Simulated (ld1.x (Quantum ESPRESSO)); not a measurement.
## What the settings do to the TM potential of gold (Au)

Base potential:

gold, norm-conserving Troullier–Martins (Kleinman–Bylander form), made with ld1.x (Quantum ESPRESSO) 7.5 (PBE, scalar-relativistic). Core [Xe] 4f14, reference 5d10 6s0 6p0 (charge +1). Waves: 6s (bound, empty): rc 2.25 bohr; 6p (bound, empty): rc 2.65 bohr; 5d (bound): rc 2.05 bohr. Local part: all-electron potential smoothed inside 1.55 bohr (lloc = -2). Core correction: none.

All-electron outer shells of the reference configuration (PBE, scalar-relativistic, ld1.x):

```json
{"shell": "5p", "level (eV)": "-68.34", "outermost node (bohr)": "0.52", "outermost maximum (bohr)": "0.96"}
{"shell": "5d", "level (eV)": "-15.33", "outermost node (bohr)": "0.56", "outermost maximum (bohr)": "1.21"}
{"shell": "6s", "level (eV)": "-13.21", "outermost node (bohr)": "1.11", "outermost maximum (bohr)": "2.24"}
{"shell": "6p", "level (eV)": "-6.71", "outermost node (bohr)": "1.31", "outermost maximum (bohr)": "3.06"}
```

Cutoffs, loose and tight: the cutoffs (Ry, on a coarse ladder) from which the occupation-weighted sum of valence levels, in a spherical-Bessel basis at the reference potential, stays within 10 and 1 mRy of its value at 400 Ry. They do not see the model core or the augmentation charge, which bear on the density cutoff. Test errors are all-electron minus pseudo excitation energies from the reference, over the configurations 5d10 6s1 6p0; 5d9 6s0 6p0; 5d8 6s0 6p0; 5d10 6s0.5 6p0; 5d9 6s1 6p0; 5d9 6s1 6p1; 5d9 6s2 6p0. A dash means not determined; rows that change the core or the reference have their own tests.

A true bound ghost makes a file unfit for plane-wave use even where its test errors are small: the radial tests pick states by their node count and pass the ghost by.

On the changes marked as counting shells twice: ld1.x takes every shell without a wave as core, so the model core holds the marked electrons as well and exchange and correlation see them twice. This cancels in the reference configuration, but the file is broken for other ones, and its errors say nothing about a proper core correction.

| change | outcome | cutoff, loose | cutoff, tight | bound ghosts | largest test error (meV) |
| --- | --- | --- | --- | --- | --- |
| base | generated | 45 Ry | 60 Ry | s | -92 |
| reference 5d10 6s1 6p0 | generated | 45 Ry | 60 Ry | s | -148 |
| wave 5d (bound): rc 2.05 bohr becomes 5d (bound): rc 1.26 bohr | generated | 60 Ry | 90 Ry | s | -92 |
| local potential the s channel | generated | 45 Ry | 60 Ry | none | -298 |
| type PAW; waves now 6s (bound): rcut 1.95, rcutus 2.25 bohr; 6s channel at 2.95 Ry: rcut 1.95, rcutus 2.25 bohr; 6p (bound): rcut 2.30, rcutus 2.65 bohr; 6p channel at 0.65 Ry: rcut 2.30, rcutus 2.65 bohr; 5d (bound): rcut 1.80, rcutus 2.05 bohr; 5d channel at -0.7 Ry: rcut 1.80, rcutus 2.05 bohr; local potential all-electron potential smoothed inside 2.40 bohr (lloc = -1); core correction a·sin(br)/r model core, default radius (ld1.x builds one for every PAW set, though the input has nlcc=.false.); augmentation BESSEL, radius 1.30 bohr | generated | 30 Ry | 45 Ry | none | -292 |
| core [Kr] 4d10 4f14, valence charge 19; reference 5s2 5p6 5d10 6s0.5 6p0; waves now 5p (bound): rc 1.50 bohr; 5d (bound): rc 2.25 bohr; 5s (bound): rc 1.55 bohr; local potential the s channel; core correction a·sin(br)/r model core inside 0.75 bohr (6s counted twice) | generated, misses its reference levels by 3.71 eV | 70 Ry | 110 Ry | none | -2753 |

Question: What comes out with this change to the base: local potential all-electron potential smoothed inside 2.96 bohr (lloc = -2)?

Answer: outcome: generated; cutoff, loose: 45 Ry; cutoff, tight: 70 Ry; bound ghosts: none; largest test error (meV): -397.
